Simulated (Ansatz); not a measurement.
Molecule: fluoro(trihydroxy)silane, sum formula H3SiO3F, charge 0, multiplicity 1. 
Coordinates optimised at B3LYP-D3(BJ)/def2-TZVP (Ansatz, a first-principles code):
SMILES: O[Si](O)(O)F
```xyz
8

Si     0.0007    -0.0003    -0.0170
F     -0.0678     0.0278     1.5817
O     -0.7923     1.2887    -0.6039
O      1.5552     0.0491    -0.4816
O     -0.6928    -1.3665    -0.5530
H     -0.5010     2.1695    -0.3569
H      2.1518    -0.6459    -0.1938
H     -1.6127    -1.5392    -0.3394
```

Total electronic energies in hartree. Valence correlation only, unless marked. Spin-orbit coupling is left out. No relativistic terms. CBS(X,Y): correlation extrapolated as X^-3; Hartree-Fock from the larger set (for Q and 5 zeta extrapolated as (X+1)exp(-9√X)).

```csv
level,program,energy (Eh)
HF/cc-pwCVTZ,Ansatz,-615.11564
HF/cc-pV(Q+d)Z,Ansatz,-615.14551
"HF/CBS(cc-pV(Q+d)Z,cc-pV(5+d)Z)",Ansatz,-615.1547
RI-HF/cc-pV(Q+d)Z,Ansatz,-615.14532
SVWN5/def2-TZVPD,Ansatz,-613.83069
PBE-D3(BJ)/def2-TZVPD,Ansatz + dftd3,…
revPBE/def2-TZVPD,Ansatz,-617.03063
r2SCAN/def2-TZVPD,Ansatz,-617.04299
B97M-V/def2-TZVPD,Ansatz,-617.03524
PBE0/STO-3G,Ansatz,-608.47853
PBE0/6-31G*,Ansatz,-616.53364
BHLYP-D3(BJ)/def2-TZVPD,Ansatz + dftd3,-617.08259
HSE06-D3(BJ)/def2-TZVPD,Ansatz + dftd3,-616.73975
RI-MP2/cc-pV(Q+d)Z,Ansatz,-616.32337
SCS-MP2/6-31G*,Ansatz,-615.66550
CCSD/cc-pV(T+d)Z,Ansatz,-616.20469
CCSD/cc-pVTZ,Ansatz,-616.19445
"CCSD/CBS(cc-pV(Q+d)Z,cc-pV(5+d)Z)",Ansatz,-616.3941
CCSD(T)/6-31G,Ansatz,-615.25386
CCSD(T)/cc-pVTZ,Ansatz,-616.23028
CCSD(T) with core electrons (1s frozen past Ne)/cc-pwCVTZ,Ansatz,-616.74091
"CCSD(T)/CBS(aug-cc-pV(T+d)Z,aug-cc-pV(Q+d)Z)",Ansatz,-616.4314
"CCSD(T)/CBS(cc-pV(Q+d)Z,cc-pV(5+d)Z)",Ansatz,-616.4401
```

What belongs in the gaps?


- PBE-D3(BJ)/def2-TZVPD, energy (Eh): -616.73367
